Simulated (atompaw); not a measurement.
## Scattering properties, PAW (atompaw) potential for Cl (Z = 17)

```json
{
  "Element": "Cl (Z = 17)",
  "Generator": "atompaw 4.2.0.5",
  "Type": "PAW",
  "Functional": "PBE",
  "Relativity": "non-relativistic",
  "Frozen core": "[Ne]",
  "Valence charge": "7",
  "Reference configuration": "3s2 3p4.5 (charge +0.5)",
  "Partial waves": "3s (bound): rc 1.30 bohr; 3s channel at -1.5 Ry: rc 1.30 bohr; 3p (bound): rc 1.30 bohr; 3p channel at 3.4 Ry: rc 1.30 bohr",
  "Local potential": "bessel scheme, radius 1.10 bohr",
  "Core correction": "smooth core density matched at 1.25 bohr",
  "Augmentation charge": "sinc compensation charge, radius 1.25 bohr; PAW radius 1.30 bohr; waves and projectors: custom polynom gramschmidtortho"
}
```

The phase is arctan(r·u′/u) with u = r·R(r), unwrapped; energies in Ry, scanned from -4 to 5 Ry. A pole is an energy at which the radial function vanishes at the test radius. The pseudo phase is shifted by a multiple of π to meet the all-electron one at the reference energy, and phase errors are pseudo minus all-electron; the curves can meet again beyond the range given. Levels narrower than the energy grid can be missing from the lists of poles.

Q: For each channel, where are the poles, and over which energies does the pseudopotential scatter like the atom?

A:

| channel | radius (bohr) | reference energy (Ry) | poles, all-electron | poles, pseudo | unbroken range about the reference energy with phases within 0.05 rad | phase error 1 Ry above the reference energy (rad) |
| --- | --- | --- | --- | --- | --- | --- |
| s | 1.31 | -1.91 | none | none | the whole range | -0.000 |
| p | 1.31 | -1.02 | none | none | the whole range | -0.000 |

Phases in the s channel:

```json
{"E (Ry)": "-4.00", "all-electron": "0.810", "pseudo": "0.810"}
{"E (Ry)": "-3.76", "all-electron": "0.753", "pseudo": "0.753"}
{"E (Ry)": "-3.52", "all-electron": "0.686", "pseudo": "0.686"}
{"E (Ry)": "-3.28", "all-electron": "0.609", "pseudo": "0.609"}
{"E (Ry)": "-3.04", "all-electron": "0.520", "pseudo": "0.520"}
{"E (Ry)": "-2.80", "all-electron": "0.416", "pseudo": "0.416"}
{"E (Ry)": "-2.56", "all-electron": "0.297", "pseudo": "0.297"}
{"E (Ry)": "-2.32", "all-electron": "0.164", "pseudo": "0.164"}
{"E (Ry)": "-2.08", "all-electron": "0.019", "pseudo": "0.019"}
{"E (Ry)": "-1.84", "all-electron": "-0.134", "pseudo": "-0.134"}
{"E (Ry)": "-1.60", "all-electron": "-0.287", "pseudo": "-0.287"}
{"E (Ry)": "-1.36", "all-electron": "-0.433", "pseudo": "-0.433"}
{"E (Ry)": "-1.12", "all-electron": "-0.568", "pseudo": "-0.568"}
{"E (Ry)": "-0.88", "all-electron": "-0.689", "pseudo": "-0.689"}
{"E (Ry)": "-0.64", "all-electron": "-0.795", "pseudo": "-0.795"}
{"E (Ry)": "-0.40", "all-electron": "-0.886", "pseudo": "-0.886"}
{"E (Ry)": "-0.16", "all-electron": "-0.965", "pseudo": "-0.965"}
{"E (Ry)": "0.08", "all-electron": "-1.033", "pseudo": "-1.033"}
{"E (Ry)": "0.32", "all-electron": "-1.091", "pseudo": "-1.091"}
{"E (Ry)": "0.56", "all-electron": "-1.142", "pseudo": "-1.142"}
{"E (Ry)": "0.80", "all-electron": "-1.186", "pseudo": "-1.186"}
{"E (Ry)": "1.04", "all-electron": "-1.225", "pseudo": "-1.225"}
{"E (Ry)": "1.28", "all-electron": "-1.259", "pseudo": "-1.260"}
{"E (Ry)": "1.52", "all-electron": "-1.290", "pseudo": "-1.290"}
{"E (Ry)": "1.76", "all-electron": "-1.317", "pseudo": "-1.318"}
{"E (Ry)": "2.00", "all-electron": "-1.342", "pseudo": "-1.343"}
{"E (Ry)": "2.24", "all-electron": "-1.364", "pseudo": "-1.365"}
{"E (Ry)": "2.48", "all-electron": "-1.384", "pseudo": "-1.385"}
{"E (Ry)": "2.72", "all-electron": "-1.402", "pseudo": "-1.404"}
{"E (Ry)": "2.96", "all-electron": "-1.419", "pseudo": "-1.421"}
{"E (Ry)": "3.20", "all-electron": "-1.435", "pseudo": "-1.437"}
{"E (Ry)": "3.44", "all-electron": "-1.449", "pseudo": "-1.452"}
{"E (Ry)": "3.68", "all-electron": "-1.463", "pseudo": "-1.466"}
{"E (Ry)": "3.92", "all-electron": "-1.475", "pseudo": "-1.479"}
{"E (Ry)": "4.16", "all-electron": "-1.487", "pseudo": "-1.492"}
{"E (Ry)": "4.40", "all-electron": "-1.498", "pseudo": "-1.503"}
{"E (Ry)": "4.64", "all-electron": "-1.509", "pseudo": "-1.515"}
{"E (Ry)": "4.88", "all-electron": "-1.518", "pseudo": "-1.526"}
```
